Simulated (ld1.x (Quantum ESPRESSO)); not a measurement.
## What one change does to a pseudopotential (B (Z = 5), PAW)

```json
{"Element": "B (Z = 5)", "Generator": "ld1.x (Quantum ESPRESSO) 7.5", "Type": "PAW", "Functional": "LDA (PZ)", "Relativity": "scalar-relativistic", "Frozen core": "[He]", "Valence charge": "3", "Reference configuration": "2s1.75 2p1.25", "Partial waves": "2s (bound): rcut 1.00, rcutus 1.30 bohr; 2s channel at 2.7 Ry: rcut 1.00, rcutus 1.30 bohr; 2p (bound): rcut 2.45, rcutus 3.15 bohr; 2p channel at 0.25 Ry: rcut 2.45, rcutus 3.15 bohr; 3d channel at 0.2 Ry: rcut 1.80, rcutus 2.55 bohr; 3d channel at 0.85 Ry: rcut 1.80, rcutus 2.55 bohr", "Local potential": "all-electron potential smoothed inside 2.25 bohr (lloc = -1)", "Core correction": "Bessel-smoothed model core inside 0.65 bohr", "Augmentation charge": "PSQ, inside the norm-conserving radii"}
```

Change: all radii but the core radius scaled by about 1.21 (s 1.58, p 3.80, d 3.08 bohr, rcut 1.20/2.96/2.18); local potential all-electron potential smoothed inside 2.72 bohr (lloc = -1).

Cutoffs: the cutoffs (Ry, on a coarse ladder) from which the occupation-weighted sum of valence levels, in a spherical-Bessel basis at the reference potential, stays within 10 and 1 mRy of its value at 400 Ry; they do not see the model core or the augmentation charge, which bear on the density cutoff. Errors are all-electron minus pseudo energies relative to the spin-unpolarised reference configuration.

Q: What does the change do?

A: The potential gets softer (15 Ry and 21 Ry → 6 Ry and 6 Ry); of the 9 tests that both files solve, the error grows in 2 and shrinks in 1 by more than 15 % and 0.3 meV (median size 0.4 → 0.4 meV); neither file shows a bound ghost. A larger radius leaves more room for a smooth pseudo-wave, so fewer plane waves are needed.

| quantity | base | changed |
| --- | --- | --- |
| cutoff, loose | 15 Ry | 6 Ry |
| cutoff, tight | 21 Ry | 6 Ry |
| loose cutoff by channel (10 mRy a level) | s 10 Ry, p 6 Ry | s 6 Ry, p 6 Ry |
| bound ghosts | none | none |
| error for 2s2 2p1, meV [ΔE -1.42 eV] | 0.0 | 0.0 |
| error for 2s2 2p0, meV [ΔE 6.91 eV] | -0.1 | +0.3 |
| error for 2s1 2p0, meV [ΔE 32.21 eV] | -5.3 | -4.5 |
| error for 2s2 2p1.3, meV [ΔE -2.19 eV] | -0.1 | -0.1 |
| error for 2s0 2p3, meV [ΔE 9.98 eV] | -2.1 | -2.7 |
| error for 2s1 2p2, meV [ΔE 4.27 eV] | -0.4 | -0.4 |
| error for 2s1 2p1, meV [ΔE 12.86 eV] | -5.2 | -14 |
| error for 2s1.75 2p1.25 (spin-polarised), meV [ΔE -0.56 eV] | -0.6 | -0.6 |
| error for 2s2 2p1 (spin-polarised), meV [ΔE -1.65 eV] | -0.3 | -0.3 |
| lowest overlap eigenvalue by channel | s 0.66, p 0.50, d 0.95 | s 0.60, p 0.20, d 0.96 |
